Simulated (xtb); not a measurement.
Species: C₂H₄BN, SMILES `BN=C=C` (charge 0, multiplicity 1).

Q: Give a relaxed geometry from GFN2-xTB run with xtb.

A: This is not unique; one that fits is the end point of this relaxation, one of several conformers (outside a Z-matrix the atoms follow the SMILES, hydrogens last).
Bond lengths (Å): B1–N2 1.357, B1–H5 1.171, B1–H6 1.171, N2–C3 1.198, C3–C4 1.298, C4–H7 1.074, C4–H8 1.074. Bond angles (°): N2–B1–H5 118.4, N2–B1–H6 118.4, H5–B1–H6 123.2, B1–N2–C3 179.8, N2–C3–C4 179.9, C3–C4–H7 121.1, C3–C4–H8 121.1, H7–C4–H8 117.8.
